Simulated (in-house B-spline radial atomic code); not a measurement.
Ionisation energies with and without relativity, with size and susceptibility from the Dirac run. Dirac energy differences include first-order Breit, QED and recoil terms. NIST's values go from ground level to ground level; the uncertainty of those that are theory runs from under 0.1 % in few-electron ions to several per cent in heavy many-electron ones. Computed with a radial B-spline atomic code at the basis-set limit: non-relativistic Hartree-Fock and Dirac-Hartree-Fock, averages of the configuration (point nuclei without relativity, finite nuclei with it).

```tsv
ion	configuration	configuration after	ionisation non-relativistic (eV)	ionisation Dirac Breit and QED (eV)	tabulated value (eV)	tabulated kind	radius at density 0.001 (bohr)	diamagnetic susceptibility (10⁻⁶ cm³/mol)
N2+	[He] 2s2 2p1	[He] 2s2	47.17	47.16	47.4453	semi-empirical	2.674	-3.9315
O2+	[He] 2s2 2p2	[He] 2s2 2p1	?	?	?	semi-empirical	?	?
F2+	[He] 2s2 2p3	[He] 2s2 2p2	59.30	59.29	62.70798	semi-empirical	2.442	-4.001
Ne2+	[He] 2s2 2p4	[He] 2s2 2p3	65.59	65.57	63.4233	measured	2.344	-3.9337
Mg2+	[He] 2s2 2p6	[He] 2s2 2p5	78.65	78.61	80.1436	measured	2.174	-3.7304
Al2+	[Ne] 3s1	[He] 2s2 2p6	28.04	28.08	28.44764	measured	3.395	-7.3908
Si2+	[Ne] 3s2	[Ne] 3s1	?	?	?	measured	?	?
P2+	[Ne] 3s2 3p1	[Ne] 3s2	29.43	29.42	30.20264	measured	3.478	-11.138
S2+	[Ne] 3s2 3p2	[Ne] 3s2 3p1	33.31	33.30	34.86	semi-empirical	3.402	-11.981
Cl2+	[Ne] 3s2 3p3	[Ne] 3s2 3p2	?	?	?	semi-empirical	?	?
Ar2+	[Ne] 3s2 3p4	[Ne] 3s2 3p3	41.38	41.37	40.735	semi-empirical	3.188	-12.43
```

Task: Fill in the row of O2+.

Result: ionisation non-relativistic (eV): 53.17; ionisation Dirac Breit and QED (eV): 53.16; tabulated value (eV): 54.93554; radius at density 0.001 (bohr): 2.552; diamagnetic susceptibility (10⁻⁶ cm³/mol): -4.0158.

Task: Fill in the row of Si2+.

Result: ionisation non-relativistic (eV): 31.96; ionisation Dirac Breit and QED (eV): 32.02; tabulated value (eV): 33.493; radius at density 0.001 (bohr): 3.462; diamagnetic susceptibility (10⁻⁶ cm³/mol): -9.4294.

Task: Fill in the row of Cl2+.

Result: ionisation non-relativistic (eV): 37.29; ionisation Dirac Breit and QED (eV): 37.28; tabulated value (eV): 39.8; radius at density 0.001 (bohr): 3.298; diamagnetic susceptibility (10⁻⁶ cm³/mol): -12.344.
